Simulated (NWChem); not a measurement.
System: C5H6; SMILES C=CC#CC

NWChem input:

```
start job
memory heap 200 mb stack 900 mb global 1100 mb
geometry units angstroms noautoz
  C     -2.304710     0.445865     0.753428
  C     -1.464389    -0.448049     0.210765
  C     -0.085991    -0.215748    -0.059136
  C      1.094216    -0.049518    -0.300398
  C      2.503648     0.157796    -0.583067
  H     -1.970119     1.448536     1.031538
  H     -3.351846     0.190787     0.931965
  H     -1.844236    -1.442920    -0.054027
  H      3.129050    -0.152234     0.269597
  H      2.718000     1.219025    -0.785490
  H      2.824197    -0.424972    -1.461000
end
basis spherical
  * library def2-svp
end
dft
  xc xpbe96 cpbe96
  grid xfine
  iterations 150
  mulliken
end
task dft gradient
```

Parts of the log:

```
             Northwest Computational Chemistry Package (NWChem) 7.3.0
             --------------------------------------------------------

 C1  symmetry detected

                             Geometry "geometry" -> ""
                             -------------------------

 Output coordinates in angstroms (scale by  1.889725989 to convert to a.u.)

  No.       Tag          Charge          X              Y              Z
 ---- ---------------- ---------- -------------- -------------- --------------
    1 C                    6.0000     0.46518113     2.41863622     0.00021827
    2 C                    6.0000    -0.48229348     1.46890119     0.00025027
    3 C                    6.0000    -0.23488400     0.06691099    -0.00158328
    4 C                    6.0000    -0.05712814    -1.13605667    -0.00150923
    5 C                    6.0000     0.16520860    -2.57130622     0.00061386
    6 H                    1.0000     1.52826346     2.16468559    -0.00301809
    7 H                    1.0000     0.19457360     3.47702813     0.00370861
    8 H                    1.0000    -1.53751762     1.77000583     0.00245553
    9 H                    1.0000     0.20164226    -2.96558088     1.02896314
   10 H                    1.0000     1.11780343    -2.82811425    -0.48902024
   11 H                    1.0000    -0.64126978    -3.10053753    -0.53102831

 Effective nuclear repulsion energy (a.u.)     135.7092889754

  pbe96 is a nonlocal functional; adding pw91lda local functional.

                                 NWChem DFT Module
                                 -----------------

 Summary of "ao basis" -> "ao basis" (spherical)
 ------------------------------------------------------------------------------
       Tag                 Description            Shells   Functions and Types
 ---------------- ------------------------------  ------  ---------------------
 C                          def2-svp                 6       14   3s2p1d
 H                          def2-svp                 3        5   2s1p

            General Information
            -------------------
          SCF calculation type: DFT
          Wavefunction type:  closed shell.
          No. of atoms     :    11
          No. of electrons :    36
           Alpha electrons :    18
            Beta electrons :    18
          Charge           :     0
          Spin multiplicity:     1
          Use of symmetry is: off; symmetry adaption is: off
          Maximum number of iterations: 150
          AO basis - number of functions:   100
                     number of shells:    48
          Convergence on energy requested:  1.00D-06
          Convergence on density requested:  1.00D-05
          Convergence on gradient requested:  5.00D-04

              XC Information
              --------------
          PerdewBurkeErnzerhof Exchange Functional  1.000
            Perdew 1991 LDA Correlation Functional  1.000 local
           PerdewBurkeErnz. Correlation Functional  1.000 non-local

             Grid Information
             ----------------
          Grid used for XC integration:  xfine
          Radial quadrature: Mura-Knowles
          Angular quadrature: Lebedev.
          Tag              B.-S. Rad. Rad. Pts. Rad. Cut. Ang. Pts.
          ---              ---------- --------- --------- ---------
          C                   0.70      100          14.0      1454
          H                   0.35      100          15.0      1202
          Grid pruning is: on
          Number of quadrature shells:  1100
          Spatial weights used:  Erf1

      Superposition of Atomic Density Guess
      -------------------------------------

 Sum of atomic energies:        -191.11972670

      Non-variational initial energy
      ------------------------------

 Total energy =    -194.237355
 1-e energy   =    -522.895265
 2-e energy   =     192.948621
 HOMO         =      -0.278886
 LUMO         =      -0.034560

     ---------------------------------------------
      Total Density - Mulliken Population Analysis
     ---------------------------------------------

    Atom       Charge   Shell Charges
 -----------   ------   -------------------------------------------------------
    1 C    6     6.17   1.99  0.97  0.27  1.96  0.95  0.03
    2 C    6     6.10   1.99  0.96  0.26  1.92  0.94  0.04
    3 C    6     6.17   1.99  0.98  0.38  1.99  0.78  0.04
    4 C    6     6.14   1.99  0.98  0.36  1.91  0.86  0.04
    5 C    6     6.12   1.99  0.94  0.12  2.02  1.02  0.02
    6 H    1     0.90   0.67  0.21  0.03
    7 H    1     0.89   0.67  0.20  0.03
    8 H    1     0.89   0.67  0.20  0.02
    9 H    1     0.87   0.66  0.19  0.02
   10 H    1     0.88   0.66  0.19  0.02
   11 H    1     0.88   0.66  0.19  0.02

   convergence    iter        energy       DeltaE   RMS-Dens  Diis-err
 ---------------- ----- ----------------- --------- --------- ---------
 d= 0,ls=0.0,diis     1   -193.6088785957 -3.29D+02  9.94D-03  3.93D-01
 d= 0,ls=0.0,diis     2   -193.6371929905 -2.83D-02  5.28D-03  1.13D-01
 d= 0,ls=0.0,diis     3   -193.6240780509  1.31D-02  3.64D-03  2.15D-01
 d= 0,ls=0.0,diis     4   -193.6483320396 -2.43D-02  1.25D-03  3.08D-02
 d= 0,ls=0.0,diis     5   -193.6525742444 -4.24D-03  2.19D-04  4.51D-04
  Resetting Diis
 d= 0,ls=0.0,diis     6   -193.6526162690 -4.20D-05  9.12D-05  1.39D-04
 d= 0,ls=0.0,diis     7   -193.6526354460 -1.92D-05  6.51D-05  6.01D-06
 d= 0,ls=0.0,diis     8   -193.6526302093  5.24D-06  4.72D-05  3.98D-05
 d= 0,ls=0.0,diis     9   -193.6526363095 -6.10D-06  5.38D-06  3.66D-07
 d= 0,ls=0.0,diis    10   -193.6526363506 -4.12D-08  2.16D-06  6.88D-08

         Total DFT energy =     -193.652636350634
      One electron energy =     -527.739616677521
           Coulomb energy =      227.327275936585
    Exchange-Corr. energy =      -28.949584585146
 Nuclear repulsion energy =      135.709288975448

 Numeric. integr. density =       35.999999995734

                       DFT Final Molecular Orbital Analysis
                       ------------------------------------

 Vector   16  Occ=2.000000D+00  E=-2.887403D-01
              MO Center= -1.7D-01,  8.1D-01,  1.4D-02, r^2= 2.8D+00
   Bfn.  Coefficient  Atom+Function         Bfn.  Coefficient  Atom+Function
  ----- ------------  ---------------      ----- ------------  ---------------
    20      0.369864   2 C  pz               34      0.320200   3 C  pz
     6      0.247904   1 C  pz               23      0.212045   2 C  pz
    48      0.178283   4 C  pz               37      0.166874   3 C  pz
     9      0.140920   1 C  pz               86     -0.097475   9 H  s
    62     -0.095590   5 C  pz               51      0.083187   4 C  pz

 Vector   17  Occ=2.000000D+00  E=-2.252284D-01
              MO Center= -1.5D-01, -5.7D-01, -3.2D-02, r^2= 2.3D+00
   Bfn.  Coefficient  Atom+Function         Bfn.  Coefficient  Atom+Function
  ----- ------------  ---------------      ----- ------------  ---------------
    32      0.407964   3 C  px               46      0.400512   4 C  px
    49      0.244727   4 C  px               35      0.224880   3 C  px
    91     -0.133787  10 H  s                81      0.131270   8 H  s
    96      0.129802  11 H  s                60     -0.114144   5 C  px
     3     -0.107729   1 C  s                18     -0.095424   2 C  px

 Vector   18  Occ=2.000000D+00  E=-2.047837D-01
              MO Center=  3.5D-02,  4.3D-01,  2.0D-02, r^2= 4.0D+00
   Bfn.  Coefficient  Atom+Function         Bfn.  Coefficient  Atom+Function
  ----- ------------  ---------------      ----- ------------  ---------------
    48     -0.357376   4 C  pz                6      0.339163   1 C  pz
    34     -0.289024   3 C  pz                9      0.248543   1 C  pz
    51     -0.229137   4 C  pz               20      0.213401   2 C  pz
    37     -0.174180   3 C  pz               23      0.142209   2 C  pz
    86      0.127078   9 H  s                87      0.095349   9 H  s

 Vector   19  Occ=0.000000D+00  E=-5.431358D-02
              MO Center=  5.6D-02,  1.1D+00,  1.7D-02, r^2= 4.1D+00
   Bfn.  Coefficient  Atom+Function         Bfn.  Coefficient  Atom+Function
  ----- ------------  ---------------      ----- ------------  ---------------
     9      0.506957   1 C  pz                6      0.411680   1 C  pz
    23     -0.406397   2 C  pz               20     -0.341120   2 C  pz
    51      0.323460   4 C  pz               48      0.316636   4 C  pz
    87     -0.193343   9 H  s                37     -0.155789   3 C  pz
    34     -0.149919   3 C  pz               86     -0.113887   9 H  s

 Vector   20  Occ=0.000000D+00  E= 1.249527D-02
              MO Center= -1.9D-01, -2.4D-01, -6.7D-02, r^2= 5.2D+00
   Bfn.  Coefficient  Atom+Function         Bfn.  Coefficient  Atom+Function
  ----- ------------  ---------------      ----- ------------  ---------------
     3      0.616480   1 C  s                82     -0.567989   8 H  s
    49      0.485723   4 C  px               92     -0.475927  10 H  s
    77     -0.462083   7 H  s                35     -0.444898   3 C  px
    97      0.406856  11 H  s                46      0.394339   4 C  px
    32     -0.377912   3 C  px               17      0.349578   2 C  s

 Vector   21  Occ=0.000000D+00  E= 4.894420D-02
              MO Center=  2.0D-01, -3.0D+00,  7.0D-03, r^2= 4.4D+00
   Bfn.  Coefficient  Atom+Function         Bfn.  Coefficient  Atom+Function
  ----- ------------  ---------------      ----- ------------  ---------------
    59      3.041979   5 C  s                97     -1.216849  11 H  s
    87     -1.188363   9 H  s                92     -1.149171  10 H  s
    45     -0.703984   4 C  s                50      0.448216   4 C  py
    31     -0.323234   3 C  s                58      0.270049   5 C  s
    17      0.221256   2 C  s                57     -0.154260   5 C  s

     ---------------------------------------------
      Total Density - Mulliken Population Analysis
     ---------------------------------------------

    Atom       Charge   Shell Charges
 -----------   ------   -------------------------------------------------------
    1 C    6     6.03   1.98  0.91  0.23  2.07  0.81  0.02
    2 C    6     6.10   1.98  0.92  0.25  2.10  0.81  0.04
    3 C    6     6.03   1.98  0.93  0.44  2.08  0.57  0.03
    4 C    6     6.15   1.99  0.93  0.41  2.05  0.74  0.03
    5 C    6     5.97   1.98  0.91  0.01  2.16  0.88  0.03
    6 H    1     0.97   0.74  0.21  0.02
    7 H    1     0.97   0.74  0.20  0.02
    8 H    1     0.96   0.74  0.20  0.02
    9 H    1     0.94   0.73  0.19  0.02
   10 H    1     0.95   0.73  0.19  0.02
   11 H    1     0.95   0.73  0.19  0.02

     -------------------------------------------
      Total Density - Lowdin Population Analysis
     -------------------------------------------

    Atom       Charge   Shell Charges
 -----------   ------   -------------------------------------------------------
    1 C    6     6.04   1.97  0.61  0.32  1.86  1.22  0.06
    2 C    6     6.05   1.96  0.60  0.30  1.90  1.19  0.10
    3 C    6     6.06   1.97  0.63  0.31  1.89  1.20  0.07
    4 C    6     6.05   1.97  0.63  0.31  1.87  1.19  0.07
    5 C    6     6.07   1.96  0.57  0.30  1.91  1.26  0.08
    6 H    1     0.97   0.63  0.27  0.07
    7 H    1     0.97   0.63  0.27  0.07
    8 H    1     0.96   0.63  0.26  0.07
    9 H    1     0.95   0.63  0.26  0.07
   10 H    1     0.95   0.63  0.26  0.07
   11 H    1     0.95   0.63  0.26  0.07

     Multipole analysis of the density
     ---------------------------------

     L   x y z        total         alpha         beta         nuclear
     -   - - -        -----         -----         ----         -------
     0   0 0 0     -0.000000    -18.000000    -18.000000     36.000000

     1   1 0 0      0.028590      0.014295      0.014295      0.000000
     1   0 1 0     -0.301507     -0.150753     -0.150753     -0.000000
     1   0 0 1      0.004546      0.002273      0.002273      0.000000

     2   2 0 0    -21.784158    -28.117376    -28.117376     34.450595
     2   1 1 0     -0.627161      0.153119      0.153119     -0.933398
     2   1 0 1     -0.004081      0.003383      0.003383     -0.010848
     2   0 2 0    -17.152131   -261.764308   -261.764308    506.376486
     2   0 1 1     -0.013242      0.003615      0.003615     -0.020472
     2   0 0 2    -23.963581    -14.802855    -14.802855      5.642130

            General Information
            -------------------
          SCF calculation type: DFT
          Wavefunction type:  closed shell.
          No. of atoms     :    11
          No. of electrons :    36
           Alpha electrons :    18
            Beta electrons :    18
          Charge           :     0
          Spin multiplicity:     1
          Use of symmetry is: off; symmetry adaption is: off
          Maximum number of iterations: 150
          AO basis - number of functions:   100
                     number of shells:    48
          Convergence on energy requested:  1.00D-06
          Convergence on density requested:  1.00D-05
          Convergence on gradient requested:  5.00D-04

              XC Information
              --------------
          PerdewBurkeErnzerhof Exchange Functional  1.000
            Perdew 1991 LDA Correlation Functional  1.000 local
           PerdewBurkeErnz. Correlation Functional  1.000 non-local

             Grid Information
             ----------------
          Grid used for XC integration:  xfine
          Radial quadrature: Mura-Knowles
          Angular quadrature: Lebedev.
          Tag              B.-S. Rad. Rad. Pts. Rad. Cut. Ang. Pts.
          ---              ---------- --------- --------- ---------
          C                   0.70      100          14.0      1454
          H                   0.35      100          15.0      1202
          Grid pruning is: on
          Number of quadrature shells:  1100
          Spatial weights used:  Erf1

          Convergence Information
          -----------------------
          Convergence aids based upon iterative change in
          total energy or number of iterations.
          Levelshifting, if invoked, occurs when the
          HOMO/LUMO gap drops below (HL_TOL):  1.00D-02
          DIIS, if invoked, will attempt to extrapolate
          using up to (NFOCK): 10 stored Fock matrices.

                    Damping( 0%)  Levelshifting(0.5)       DIIS
                  --------------- ------------------- ---------------
          dE  on:    start            ASAP                start
          dE off:    2 iters        150 iters           150 iters

                            NWChem DFT Gradient Module
                            --------------------------

  charge          =   0.00
  wavefunction    = closed shell

                         DFT ENERGY GRADIENTS

    atom               coordinates                        gradient
                 x          y          z           x          y          z
   1 C       0.879065   4.570560   0.000412   -0.005761  -0.006748   0.000001
   2 C      -0.911403   2.775821   0.000473    0.003949   0.010918   0.000009
   3 C      -0.443866   0.126443  -0.002992    0.003958  -0.023514  -0.000008
   4 C      -0.107957  -2.146836  -0.002852   -0.003143   0.021999  -0.000015
   5 C       0.312199  -4.859064   0.001160    0.000632  -0.004426   0.000200
   6 H       2.887999   4.090663  -0.005703   -0.005247   0.001073  -0.000037
   7 H       0.367691   6.570630   0.007008    0.001121  -0.005360   0.000044
   8 H      -2.905487   3.344826   0.004640    0.005636  -0.001644  -0.000039
   9 H       0.381049  -5.604135   1.944458   -0.000270   0.002562  -0.005084
  10 H       2.112342  -5.344361  -0.924114   -0.004775   0.001892   0.002366
  11 H      -1.211824  -5.859166  -1.003498    0.003900   0.003249   0.002564
```

Level: PBE/def2-SVP. The geometry was optimised at PBE0/def2-SVP.
